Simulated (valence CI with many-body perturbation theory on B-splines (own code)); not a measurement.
**Cs XV: magnetic and hyperfine properties of the levels**

Computed by relativistic CI+MBPT: five valence electrons over a frozen Dirac-Fock core [Kr], a basis of 7 s, 7 p, 8 d, 6 f, 4 g, 1 h functions for each j, with the one-electron correlation potential Σ1, the two-electron term Σ2, the three-electron term Σ3, Breit, model QED; selected CI, second order for the rest, scaled by the run's own slope (own B-spline code, finite nucleus).

No measured spectrum was set against this ion. As an estimate, terms of the open shell hold to 2 to 4 % of their energy, and close levels can change places. Among the levels kept, up to 1200 cm⁻¹ of a level comes from second order outside the variational space, and about a tenth of that is noise between levels of different J, which matters for small intervals. Excitations out of the core, of the other parity, are not computed and may begin above about 65.6 eV (a cautious bound); beyond it only levels of the ground parity were kept, without lifetimes.

A/g_I is the dipole constant over the nuclear g factor μ/I (μ in nuclear magnetons, uniformly magnetised nucleus), B/Q the quadrupole constant per barn. Both hold the static response of the core; the bare values leave it out. Large factors of s and p1/2 electrons are usually good to 5 to 10 %; those of open d and f shells near neutrality can be off by tens of per cent, and small factors of p3/2, d and f electrons come from cancelling terms and can be off by a factor of two or in sign, in half-filled shells by more. B is blank for J = 1/2, where it vanishes, and for nearly pure S terms. Energies count from the lowest level.

Names give the largest LS component (configuration and term), which can be under half, so a name can repeat, a term be missing and a line seem to break the LS rules; names also repeat where a configuration has a term twice. Letters in brackets count levels of one name in rising energy.

| Level | E (cm⁻¹) | g | A/g_I (MHz) | A/g_I bare | B/Q (MHz/b) | B/Q bare |
| --- | --- | --- | --- | --- | --- | --- |
| 4d5 6S_5/2 | 0 | 1.937 | -886 | 175 | 201 | 178 |
| 4d5 4G_5/2 [a] | 34929 | 1.021 | 2380 | 2340 | 3530 | 3320 |
| 4d5 4G_7/2 | 44655 | 1.080 | 2500 | 2540 | 2930 | 2760 |
| 4d5 4G_11/2 | 46733 | 1.224 | 2540 | 2750 | -64.3 | -70.1 |
| 4d5 4D_3/2 | 47025 | 1.361 | 2150 | 2530 | 2940 | 2770 |
| 4d5 4G_5/2 [b] | 48130 | 1.068 | 2240 | 2250 | 1400 | 1320 |
| 4d5 4G_9/2 | 48781 | 1.169 | 2420 | 2560 | 2220 | 2100 |
| 4d5 4P_1/2 | 53524 | 1.682 | -719 | 28.9 |  |  |
| 4d5 4D_7/2 | 58964 | 1.305 | 1620 | 1920 | 818 | 772 |
| 4d5 4D_5/2 | 63628 | 1.286 | 2060 | 2340 | -444 | -424 |
| 4d5 4D_1/2 | 67861 | 0.921 | 4940 | 4790 |  |  |
| 4d5 2I_11/2 | 67911 | 0.992 | 3150 | 3070 | 319 | 301 |
| 4d5 4P_3/2 | 70554 | 1.360 | 2540 | 2920 | -1650 | -1570 |
| 4d5 2F_7/2 [a] | 71557 | 1.123 | 2970 | 3060 | -3920 | -3700 |
| 4d5 2I_13/2 | 74358 | 1.076 | 3060 | 3090 | -4.41 | 1.04 |
| 4d5 2G_9/2 [a] | 74472 | 1.164 | 2400 | 2540 | -233 | -229 |
| 4d5 4F_3/2 | 75689 | 0.682 | 4730 | 4290 | -455 | -426 |
| 4d5 2F_5/2 [a] | 78617 | 1.039 | 2820 | 2800 | -72.1 | -54.8 |
| 4d5 4F_5/2 | 87285 | 1.110 | 2520 | 2590 | -2220 | -2090 |
| 4d5 2H_9/2 | 87936 | 1.104 | 2770 | 2830 | 657 | 622 |
| 4d5 2G_7/2 [a] | 90105 | 1.006 | 3640 | 3580 | -229 | -212 |
| 4d5 2F_5/2 [b] | 94870 | 1.015 | 2480 | 2430 | 583 | 544 |
| 4d5 2D_3/2 [a] | 94924 | 0.709 | 5020 | 4610 | -263 | -239 |
| 4d5 2F_7/2 [b] | 97864 | 1.109 | 2850 | 2920 | -686 | -642 |
| 4d5 4F_7/2 | 102230 | 1.163 | 2570 | 2700 | -2630 | -2490 |
| 4d5 2S_1/2 | 103430 | 1.952 | -1510 | -438 |  |  |
| 4d5 2H_11/2 | 104450 | 1.067 | 3000 | 3020 | -257 | -223 |
| 4d5 2G_9/2 [b] | 105160 | 1.084 | 2810 | 2850 | 574 | 554 |
| 4d5 2D_5/2 [a] | 115870 | 1.074 | 2760 | 2780 | 475 | 461 |
| 4d5 2D_3/2 [b] | 116520 | 0.823 | 3760 | 3490 | -2190 | -2070 |
| 4d5 2D_5/2 [b] | 125790 | 1.131 | 2340 | 2430 | -1230 | -1160 |
| 4d5 2G_9/2 [c] | 128250 | 1.110 | 2690 | 2760 | -3200 | -3020 |
| 4d5 2G_7/2 [b] | 132870 | 0.921 | 3730 | 3570 | 3720 | 3520 |
| 4d5 2P_3/2 | 146290 | 1.253 | 2380 | 2620 | -2800 | -2650 |
| 4d5 2P_1/2 | 154520 | 0.776 | 462 | 96.0 |  |  |
| 4d5 2D_5/2 [c] | 168700 | 1.195 | 2010 | 2180 | -2220 | -2090 |
| 4d5 2D_3/2 [c] | 173480 | 0.869 | 5050 | 4840 | 4430 | 4180 |
| 4d4 5s 6D_1/2 | 870510 | 3.005 | 56400 | 53400 |  |  |
| 4d4 5s 6D_3/2 | 878540 | 1.828 | 19200 | 18300 | 2130 | 2000 |
| 4d4 5s 6D_5/2 | 885720 | 1.630 | 13100 | 12600 | 1860 | 1750 |

Question: Take the isotope of mass number 134, with I = 4, μ = 2.9893 μN and Q = 0.37 b. What is the hyperfine structure of 4d5 4G_7/2?

Answer: From the table A = 1870 MHz, B = 1080 MHz. Shifts from the centre of gravity in MHz: F = 1/2: -32200, F = 3/2: -29500, F = 5/2: -25100, F = 7/2: -18700, F = 9/2: -10500, F = 11/2: -289, F = 13/2: 12000, F = 15/2: 26400.
